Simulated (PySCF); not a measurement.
C₇H₁₀N (doublet state).
Atom-mapped SMILES: `[CH2:1]=[N:2][C:3]1[CH2:4][CH2:5][C@@H:6]2[CH2:7][C@H:8]12` (hydrogens: H9, H10 on C1; H11, H12 on C4; H13, H14 on C5; H15 on C6; H16, H17 on C7; H18 on C8)

Geometry (GFN2-xTB, Å), atoms numbered from 1 in this order:
```
atom  x, y, z in Å
C1     2.9917   -0.1395   -0.2008
N2     1.9128   -0.8576   -0.2320
C3     0.6799   -0.4502   -0.3035
C4    -0.4427   -1.3783   -0.6687
C5    -1.7056   -0.7727   -0.0335
C6    -1.3632    0.6780    0.2457
C7    -0.8377    1.4753   -0.8994
C8     0.1279    0.8541    0.0920
H9     3.0326    0.9058   -0.4934
H10    3.9092   -0.6310    0.0728
H11   -0.5398   -1.4363   -1.7574
H12   -0.2375   -2.3883   -0.3147
H13   -2.5748   -0.8654   -0.6865
H14   -1.9344   -1.2774    0.9066
H15   -1.9108    1.1805    1.0299
H16   -0.9473    2.5492   -0.8661
H17   -0.8864    1.0599   -1.8939
H18    0.7174    1.5003    0.7265
```

The hyperfine couplings belong to this conformer and change with its torsions.

The calculation used UKS B3LYP, pcH-1 on C H N, non-relativistic, mean-field spin-orbit, GIAO in PySCF. Isolated species at its GFN2-xTB geometry (one conformer only). Couplings are sensitive to structure, and on GFN2-xTB geometries they can be far from those on DFT ones. The frame is twisted about the N2–C3 bond at this geometry (dihedral C1–N2–C3–C8 = -23°); couplings at other torsion angles weren't computed. The SCF solution wasn't tested for stability.

Principal values of hyperfine tensors in MHz (contact and dipolar terms together), for some of the nuclei:

| atom | isotope | A1 | A2 | A3 |
| --- | --- | --- | --- | --- |
| C1 | 13C | 12.50 | 14.61 | 159.36 |
| H11 | 1H | 58.92 | 59.64 | 67.84 |
| C3 | 13C | 10.24 | 11.97 | 143.25 |
| H10 | 1H | -62.51 | -40.37 | -14.04 |
| C7 | 13C | 28.42 | 28.53 | 44.15 |
| H12 | 1H | 26.19 | 27.01 | 34.43 |
| C8 | 13C | -21.96 | -20.30 | -16.49 |
| C6 | 13C | 7.71 | 8.15 | 16.36 |

Split each tensor into its isotropic and traceless parts, and turn a_iso into mT with g = 2.0024.

a_iso = (A1 + A2 + A3)/3, Ti = Ai − a_iso; 1 mT corresponds to 28.026 MHz.

```tsv
atom	a_iso (MHz)	a_iso (mT)	T1	T2	T3
C1	62.16	2.218	-49.66	-47.54	97.20
H11	62.13	2.217	-3.21	-2.49	5.70
C3	55.16	1.968	-44.91	-43.18	88.10
H10	-38.97	-1.391	-23.54	-1.40	24.94
C7	33.70	1.202	-5.28	-5.17	10.45
H12	29.21	1.042	-3.02	-2.20	5.22
C8	-19.58	-0.699	-2.38	-0.71	3.09
C6	10.74	0.383	-3.03	-2.59	5.62
```

What spin density at the nucleus of C8 lies behind its contact coupling (g_N = 1.40482)?

a_FC = (2μ0/3) gₑ μB g_N μN ρ(0)/(2S·h) = 800.24 MHz × g_N × ρ(0)/(2S), with ρ in bohr⁻³. With a_FC = -19.58 MHz and 2S = 1, ρ(0) = -0.01742 bohr⁻³.

H9 (1H, g_N = 5.58569) isn't in the table. Its spin density at the nucleus is -0.008136 bohr⁻³. What is its contact coupling?

By the same relation, a_FC = -36.4 MHz. Its full tensor has the principal values -57.23, -37.74, -14.14 MHz.

Name the largest traceless tensor T of the table and describe it.

C1: -49.7, -47.5, 97.2 MHz, nearly axial, close to the ratio −1:−1:+2, the form that spin in one p orbital centred on that nucleus gives.

What first-order splitting does C3 cause when the field lies along A1, A2 or A3 of its tensor (g taken as isotropic, no quadrupole term)?

2 lines (I = 1/2), spaced by |A_i|/(g × 13.996): 0.37, 0.43, 5.11 mT along the axes of A1, A2 and A3.

The SMILES draws the unpaired electron on C3; the largest computed Mulliken spin population is on C1 (0.62 against 0.50).
